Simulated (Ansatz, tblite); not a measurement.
Cost and result up the ladder for GaH2I (4 atoms). Charge 0, multiplicity 1. Geometry: PBE-D4/def2-TZVP.

```xyz
4

Ga   -0.085   -0.055    0.270
H    -1.357   -0.960    0.410
H     0.787    0.592    1.401
I     0.656    0.422   -2.081
```

Ansatz on 4 threads of Arm Neoverse V2 on a shared host; xTB runs through tblite on one thread. Times are rough, summed over both states, and most runs start from the orbitals of an earlier one. PBE0-D4/def2-TZVP serves as the yardstick here, not as an exact answer. The other state is a triplet.

In the def2 sets I takes a core potential; there is no spin–orbit coupling. The xTB rows come from tblite.

xTB has no spin-polarisation term.

```tsv
level	functions	wall time	vertical triplet (eV)	difference from PBE0-D4/def2-TZVP (eV)
GFN1-xTB	22	0.004 s	6.20	2.03
GFN2-xTB	20	0.004 s	5.09	0.92
PBE-D4/def2-TZVP	110	1.7 s	3.90	-0.28
PBE0-D4/def2-TZVP	110	2.7 s	4.17	0.00
r2SCAN-D4/def2-TZVP	110	3.6 s	3.96	-0.21
```
